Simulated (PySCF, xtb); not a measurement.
C₂H₂F₂, SMILES F/C=C/F.

GFN2-xTB in xtb at its own geometry gives an orbital gap of 5.17 eV and a dipole moment of 0.00 D.

The structure is a stationary point at TPSSh-D3(BJ)/def2-SVP.

### Question
What does PBE/def2-TZVPD (PySCF) give? (Estimate from the structure and the level; the computed values follow.)

### Answer
gap 5.26 eV (levels -6.25 and -0.99 eV), dipole 0.00 D.
